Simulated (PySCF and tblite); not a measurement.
Values are calculated unless marked as measured or tabulated.
System: C2H10OP2Si2, numbered as in [CH3:1][O:2][Si@@H:3]1[PH:4][Si@@H:5]([CH3:6])[PH:7]1.

Motion: pyramidal inversion at P4. GFN2-xTB gives an electronic barrier of 18.4 kcal/mol and a reaction energy of 0.6 kcal/mol.

Q: What does PBE0/pcSseg-1 + D3(BJ) give on GFN2-xTB geometries?

A: A barrier of 14.9 kcal/mol, 3.5 below the tight-binding barrier (from unrounded values), a reaction energy of 0.2 kcal/mol and, with GFN2-xTB thermal terms, ΔG‡(298 K) = 14.3 kcal/mol and k = 209 s⁻¹ (1 equivalent path).

Programs: tblite and PySCF.
